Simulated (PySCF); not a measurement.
## ZrO₂: bending curve

Method: r2SCAN/[Zr def2-TZVP with ECP28, O def2-TZVP], scalar-relativistic core potentials, density fitting, no spin–orbit coupling, PySCF.

Rigid scan from the singlet minimum (Zr–O 1.773 Å (×2); O–Zr–O 107.2°). Coordinate: the O–Zr–O angle, bonds fixed. Energies in kJ/mol from the minimum.

Q: Predict the curve at 80, 90, 100, 110, 120, 130, 140, 150, 160, 170, 180.

A: 
| bond angle (°) | E (kJ/mol) | dipole size (D) |
| --- | --- | --- |
| 80 | 109.4 | 8.56 |
| 90 | 38.6 | 8.38 |
| 100 | 6.3 | 8.10 |
| 110 | 0.9 | 7.72 |
| 120 | 17.1 | 7.21 |
| 130 | 51.0 | 6.55 |
| 140 | 98.5 | 5.72 |
| 150 | 154.4 | 4.69 |
| 160 | 210.5 | 3.42 |
| 170 | 254.0 | 1.85 |
| 180 | 271.1 | 0.00 |

With the bonds held, the linear shape lies 271.1 kJ/mol from the minimum.
